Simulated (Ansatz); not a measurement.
System (SMILES): [N]=C=O, doublet.
Atoms: N1, C2, O3. Bonds: N1-C2, C2-O3.

How fast the optimised C2-O3 bond length converges with the basis for several methods (Ansatz, a program for electronic structure): deviation from each method's own reference, in Å. References: B3LYP 1.1743 Å, the value in def2-QZVPPD; HF 1.1457 Å, the value in def2-QZVPPD; MP2 1.1550 Å, the value in def2-QZVPP; PBE 1.1873 Å, the value in def2-QZVPPD. Cartesian d functions, on some or all atoms, in 6-31G*; all else is spherical. In correlated methods cores are frozen. Open shells are unrestricted. No added dispersion term, no relativity. The reference of a correlated method is not its basis-set limit, which lies further on.

```
basis              functions   B3LYP      HF     MP2      PBE
-----------------  ---------  ------  ------  ------  -------
def2-SVP                  42  0.0061  0.0081  0.0041   0.0051
6-31G*                    45  0.0124  0.0141  0.0117   0.0116
6-311+G**                 66  0.0025  0.0038  0.0029   0.0021
aug-cc-pVDZ               69  0.0089  0.0086  0.0114   0.0085
pcseg-2                   90  0.0009  0.0012  0.0021   0.0009
def2-TZVPP                93  0.0011  0.0015  0.0024   0.0011
def2-TZVPPD              114  0.0012  0.0014  0.0025   0.0011
6-311++G(3df,3pd)        117  0.0000  0.0001  0.0009  -0.0001
jun-cc-pV(T+d)Z          117  0.0019  0.0021  0.0034   0.0018
cc-pCVTZ                 129  0.0017  0.0020  0.0025   0.0017
aug-cc-pVTZ              138  0.0018  0.0020  0.0032   0.0018
def2-QZVPP               171  0.0000  0.0000  0.0000   0.0000
```

Mean absolute deviation over 6-311+G**, pcseg-2, def2-TZVPP, def2-TZVPPD, 6-311++G(3df,3pd), jun-cc-pV(T+d)Z, cc-pCVTZ, aug-cc-pVTZ: PBE 0.0013, B3LYP 0.0014, HF 0.0018, MP2 0.0025 Å.
